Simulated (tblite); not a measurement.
Species: ethyl 2-chloroacrylate, C5H7ClO2.
Bonds: C1–C2 (double), C2–Cl3, C2–C4, C4–O5 (double), C4–O6, O6–C7, C7–C8. Hydrogens: H9, H10 on C1; H11, H12 on C7; H13, H14, H15 on C8.

Computed with GFN2-xTB (tblite), gas phase: L-BFGS steps from a force-field or distance-geometry start until the largest atomic force falls under 0.01 eV/Å.

Step 6: E = -732.9208 eV
```
atom  x, y, z in Å  |  force x, y, z in eV/Å
C1     -3.2044   -0.2682   -0.6442   -0.127   0.117  -0.182
C2     -2.1507   -0.6462    0.0668    0.054   0.001   0.067
Cl3    -2.3355   -1.7201    1.3837    0.292  -0.137   0.242
C4     -0.8077   -0.1089   -0.3095    0.022   0.037  -0.036
O5     -0.7160    0.6420   -1.2516    0.079   0.063  -0.089
O6      0.2402   -0.4868    0.4176    0.055   0.008  -0.128
C7      1.4782    0.0670   -0.0710    0.147   0.006   0.042
C8      2.6959   -0.3507    0.7337    0.011  -0.066   0.083
H9     -3.0530    0.4038   -1.4657    0.030   0.129  -0.145
H10    -4.2095   -0.5906   -0.4562   -0.027  -0.119   0.131
H11     1.6204   -0.2556   -1.1064   -0.145  -0.034  -0.098
H12     1.3835    1.1573   -0.0845   -0.062   0.040   0.072
H13     3.5588    0.1822    0.3378   -0.056  -0.018  -0.022
H14     2.8856   -1.4155    0.6406   -0.091  -0.064   0.010
H15     2.6099   -0.1075    1.7869   -0.179   0.038   0.054
```

Step 7: E = -732.9326 eV
```
atom  x, y, z in Å  |  force x, y, z in eV/Å
C1     -3.2057   -0.2698   -0.6416   -0.037   0.123  -0.172
C2     -2.1442   -0.6409    0.0642   -0.010  -0.029   0.096
Cl3    -2.3096   -1.7188    1.3880    0.277  -0.054   0.138
C4     -0.7993   -0.1021   -0.3131   -0.196   0.021  -0.103
O5     -0.7039    0.6470   -1.2579    0.059  -0.012   0.019
O6      0.2399   -0.4864    0.4188    0.057   0.020  -0.194
C7      1.4736    0.0645   -0.0734    0.249   0.039   0.071
C8      2.6897   -0.3564    0.7338    0.029  -0.038   0.097
H9     -3.0528    0.4034   -1.4647   -0.003   0.089  -0.098
H10    -4.2122   -0.5943   -0.4535    0.061  -0.100   0.127
H11     1.6117   -0.2447   -1.1138   -0.128  -0.095  -0.071
H12     1.3743    1.1556   -0.0858   -0.006   0.024   0.109
H13     3.5526    0.1775    0.3379   -0.056  -0.030   0.009
H14     2.8870   -1.4228    0.6523   -0.145   0.002  -0.035
H15     2.5946   -0.1094    1.7869   -0.149   0.041   0.007
```

**Question.** Estimate the geometry and energy of step 8. (The exact step hangs on the optimiser's Hessian estimate; all steps are aligned on step 7, rigid shifts and turns removed.)

**Answer.** E = -732.9437 eV, largest force 0.298 eV/Å
```
atom  x, y, z in Å  |  force x, y, z in eV/Å
C1     -3.2068   -0.2697   -0.6413    0.066   0.068  -0.075
C2     -2.1392   -0.6359    0.0629   -0.075  -0.028   0.071
Cl3    -2.2788   -1.7184    1.3948    0.237   0.057  -0.005
C4     -0.7939   -0.0955   -0.3182   -0.272  -0.008  -0.122
O5     -0.6913    0.6520   -1.2644   -0.004  -0.057   0.084
O6      0.2405   -0.4858    0.4163    0.021   0.010  -0.206
C7      1.4731    0.0628   -0.0754    0.205   0.053   0.034
C8      2.6844   -0.3628    0.7359    0.016   0.004   0.072
H9     -3.0526    0.4051   -1.4661   -0.038   0.032  -0.032
H10    -4.2135   -0.5999   -0.4484    0.153  -0.058   0.095
H11     1.6008   -0.2358   -1.1218   -0.071  -0.122  -0.013
H12     1.3653    1.1545   -0.0848    0.069   0.006   0.130
H13     3.5455    0.1724    0.3381   -0.024  -0.038   0.050
H14     2.8855   -1.4301    0.6629   -0.178   0.044  -0.063
H15     2.5766   -0.1104    1.7874   -0.104   0.037  -0.020
```

The energy changes by -0.0111 eV. The first-order estimate −F·Δx gives -0.0155 eV and the mean of the old and new forces, exact on a quadratic surface, -0.0110 eV. The step makes an angle of 63° with the force vector and moves no atom by more than 0.032 Å.
